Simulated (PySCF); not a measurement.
## Assignment exercise: C6H14N2Si2

Cartesian coordinates in Å; atom numbers follow the order of the lines, from 1:
```xyz
24

C    -3.393   -0.091    0.353
N    -2.060    0.122   -0.144
C    -1.788    1.476   -0.553
Si   -0.750   -0.990    0.121
C     0.331   -1.038   -1.409
C     1.662   -0.830   -1.434
Si    2.735   -0.445    0.051
N     3.670    0.976   -0.289
C     1.643   -0.321    1.573
C     0.312   -0.535    1.601
H    -3.548   -1.151    0.604
H    -4.151    0.184   -0.406
H    -3.616    0.505    1.262
H    -2.483    1.802   -1.350
H    -0.766    1.560   -0.955
H    -1.880    2.204    0.279
H    -1.404   -2.314    0.366
H    -0.184   -1.240   -2.361
H     2.177   -0.869   -2.406
H     3.752   -1.522    0.269
H     4.567    1.100    0.164
H     3.207    1.869   -0.421
H     2.142   -0.034    2.512
H    -0.214   -0.414    2.561
```

Method: PBE0/pcSseg-1 with gauge-including orbitals, coordinates at the PBE0-D3(BJ)/def2-SVP level, in PySCF (rapidly exchanging positions averaged, non-relativistic Hamiltonian, single conformer, in vacuum).

References, each an isolated molecule treated in the same way: ¹³C (σref 184.41), ¹H (σref 31.27) vs TMS.

Problem. Assign these signals to the numbered atoms. ¹³C{¹H} NMR (computed): δ 161.0 (CH), 158.4 (CH), 39.5 (CH3).

Solution. 
| δ (ppm) | atoms | environment | reason |
| --- | --- | --- | --- |
| 161.0 | C6/C9 | alkene CH | an sp2 carbon of a C=C bond |
| 158.4 | C5/C10 | alkene CH | – |
| 39.5 | C1/C3 | methyl carbon bonded to N | the inductive effect lowers its shielding |

Problem. Assign these signals to the numbered atoms. ¹H NMR (500 MHz, computed): δ 7.15 (m, 2H), 7.05 (m, 2H), 4.69 (m, 1H), 4.66 (m, 1H), 2.49 (s, 6H), 0.19 (br s, 2H).

Solution. 
| δ (ppm) | atoms | environment | reason |
| --- | --- | --- | --- |
| 7.15 | H19/H23 | hydrogen on an alkene CH | a vinylic proton, deshielded by the sp2 carbon and the C=C anisotropy |
| 7.05 | H18/H24 | hydrogen on an alkene CH | – |
| 4.69 | H17 | hydrogen on a silicon bonded to 2 C, N, in a 6-membered ring | – |
| 4.66 | H20 | hydrogen on a silicon bonded to 2 C, N, in a 6-membered ring | – |
| 2.49 | H11/H12/H13/H14/H15/H16 | hydrogen on a methyl carbon bonded to N | its carbon carries N, which withdraws density |
| 0.19 | H21/H22 | hydrogen on a nitrogen bonded to Si | exchangeable, gas-phase position |

H19/H23 and H18/H24; H17 and H20 lie closer than the usual error of such a calculation, so a measured spectrum could show them in the other order.

OH/NH shifts are gas-phase values; hydrogen bonding in solution moves them, usually downfield. Shifts are as computed. Against solution values, carbons near 30 ppm lie about +2 ppm off and those near 130 ppm about +5 ppm. Of 1313 compounds with measured shifts, 239 miss one by over three times the rms of a fit or turn the order of signals round; such compounds aren't used in these exercises. No couplings were computed; multiplicities are counted from neighbouring protons, with m where these are inequivalent, close in shift, in a saturated or five-membered ring or joined by F or P, and br s for small geminal =CH2 splittings.
